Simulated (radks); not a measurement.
K I, configuration [Ne] 3s1.75 3p6 4s1 4p0.25 (fractional occupations, a model configuration).

Calculated with a radial shooting solver on a logarithmic mesh with Libxc functionals: non-relativistic Kohn-Sham, PBE, spin-unpolarised, spherical densities, point nucleus.

Energy parts (eV):
part                      energy
total                 -16310.011
kinetic                16292.700
electron-nucleus      -38664.936
Hartree                 6962.725
exchange-correlation    -900.499

Orbitals (lengths in bohr, moments of r in powers of bohr):
| orbital | occ. | eigenvalue (eV) | <r^4> |
|---|---|---|---|
| 1s | 2 | -3507.821 | 0.0002049 |
| 2s | 2 | -353.2598 | 0.05782 |
| 2p | 6 | -282.7061 | 0.04904 |
| 3s | 1.75 | -37.2040 | 5.677 |
| 3p | 6 | -20.8721 | 10.28 |
| 3d | 0 | -0.2983 | 7461 |
| 4s | 1 | -2.8322 | 1102 |
| 4p | 0.25 | -1.1234 | 4286 |

The highest occupied level is 4p at -1.123 eV. Virial ratio -V/T = 2.00106. The electron density at the nucleus is 4541 e/bohr^3. The density falls to 0.001 e/bohr^3 at r = 4.68 bohr.
